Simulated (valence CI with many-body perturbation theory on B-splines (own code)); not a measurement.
# Sensitivity of CI+MBPT for Tb⁵²⁺

Calculated by configuration interaction combined with many-body perturbation theory (CI+MBPT): three valence electrons over a frozen Dirac-Fock core [Ne], a basis of 6 s, 6 p, 5 d, 3 f, 1 g functions for each j, with the one-electron correlation potential Σ1, the two-electron term Σ2, the three-electron term Σ3, Breit, model QED; selected CI, second order for the rest (own B-spline code, finite nucleus).

No measured spectrum was set against this ion. As an estimate, large intervals hold to a few tenths of a per cent, small ones and those within an open d or f shell to about a per cent.

The reference run has the lowest level (3s^2 3p1/2) J=1/2 and an ionisation energy of 4878.75 eV. Its largest variational space holds 2751 state functions.

Levels are named by their leading jj configuration (3d3/2^4 stands for four electrons in 3d with j = 3/2), which in mixed levels can hold well under half, so a name can repeat and another be missing. Letters in brackets count levels of one name in rising energy.

Changed runs:
A. Breit term on → off; shift of the energy in Σ1 (hartree) 0 → -25.208
B. Breit term on → off; screening of Σ1 on → off
C. size limit of the variational space 10000 → 1500; second order for the rest on → off
D. start configuration 3s2 3p1 → 3s2 3p2 (bad on purpose)

Excitation energies of the reference run in cm⁻¹, and shifts in cm⁻¹:

| Level | Reference | A | B | C |
| --- | --- | --- | --- | --- |
| (3s 3p1/2^2) J=1/2 | 1096770 | -20824 | -20932 | +0.1 |
| (3s^2 3p3/2) J=3/2 | 1587100 | +20490 | +20569 | +15 |
| (3s 3p1/2 3p3/2) J=3/2 [a] | 2485580 | -117 | -147 | +6.5 |
| (3s 3p1/2 3p3/2) J=5/2 | 2606380 | +4273 | +4246 | +11 |
| (3s 3p1/2 3p3/2) J=3/2 [b] | 2758400 | +5095 | +5075 | +8.1 |
| (3s 3p1/2 3p3/2) J=1/2 | 2827270 | -540 | -570 | +0.4 |
| (3s^2 3d3/2) J=3/2 | 3179730 | +23139 | +23162 | +7.9 |
| (3s^2 3d5/2) J=5/2 | 3481090 | +37214 | +37293 | +6.2 |
| (3p1/2^2 3p3/2) J=3/2 | 3848750 | -13441 | -13562 | +16 |
| (3s 3p1/2 3d3/2) J=3/2 [a] | 3959300 | +3520 | +3438 | +32 |
| (3s 3p1/2 3d3/2) J=5/2 | 4047650 | +9458 | +9384 | +44 |
| (3s 3p3/2^2) J=5/2 | 4171400 | +22624 | +22673 | +12 |
| Ionisation energy (eV) | 4878.75 | +6.07 | +6.16 | 0 |

Run D: It gave no result: the electrons of core and valence do not add up to the charge. The program said: "core and valence hold 14 electrons, the ion has 13".
